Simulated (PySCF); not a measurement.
Computed IR spectrum (relative IR intensity) of a molecule C5H7F. The structure is a stationary point at PBE0-D3(BJ)/def2-SVP. The values are those of a single conformer. These are PBE0-D3(BJ)/def2-SVP in PySCF values and carry that method's errors. Frequencies are harmonic and unscaled.

Lines under 2 % of the strongest are left out, and lines within 2 cm⁻¹ are merged.

| ν (cm⁻¹) | relative intensity |
|---|---|
| 481 | 6.0 |
| 573 | 4.4 |
| 680 | 8.8 |
| 871 | 54 |
| 894 | 16 |
| 911 | 15 |
| 952 | 23 |
| 958 | 43 |
| 1032 | 13 |
| 1118 | 3.5 |
| 1221 | 9.4 |
| 1281 | 6.5 |
| 1310 | 6.5 |
| 1359 | 69 |
| 1425 | 14 |
| 1435 | 8.4 |
| 1745 | 24 |
| 1776 | 100 |
| 3061 | 8.3 |
| 3125 | 5.5 |
| 3158 | 7.1 |
| 3173 | 4.8 |
| 3264 | 5.8 |

### Question
Which structure fits?
A. C=CCC(=C)F
B. C=C(F)/C=C/C
C. C=C/C=C(/C)F
D. CCC=C=CF

### Answer
A, C=CCC(=C)F
